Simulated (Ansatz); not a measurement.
Coupled-cluster diagnostics for Li7⁻, Ansatz.

Geometry of the singlet (PBE/def2-TZVPD):

Cartesian coordinates in Å:
```
Li -1.6589 -0.8007 -0.4765
Li -0.5840 -0.7591 2.2275
Li 1.3291 -1.3558 0.1175
Li 0.2611 -1.4105 -2.6344
Li 0.4997 1.2396 -1.3543
Li 1.5613 1.2675 1.3552
Li -1.4084 1.8191 0.7649
```

Correlated methods freeze no core orbitals; core or outer-core shells of Li are correlated, in sets that lack core-valence functions. Another isomer (singlet) lies 0.04 eV lower at PBE0/def2-TZVPD; other spin states weren't run for this one.

(1) Estimate the CCSD(T) correlation energy, the shares of MP2 and (T), T1 and the reference's ⟨S²⟩ for: charge -1, singlet, own geometry in def2-TZVPPD; and the rough time on 4 threads of Arm Neoverse V2 on a shared host.

## Answers

(1) 
| state | basis | correlation (eV) | MP2 share (%) | (T) share (%) | T1 | ⟨S²⟩ (pure) | wall time | remarks |
| --- | --- | --- | --- | --- | --- | --- | --- | --- |
| charge -1, singlet, own geometry | def2-TZVPPD | -11.599 | 84.4 | 5.0 | 0.021 | 0.00 (0.00) | 18 s | large T1 (0.021), restricted SCF unstable |
Customary marks for T1 are 0.02 (closed shells), 0.045 (open shells) and about 0.05 (3d metals). T1 exceeds 0.02 in 1 of 1 rows and 0.045 in 0; the higher it lies, the less the single-reference result can be trusted.
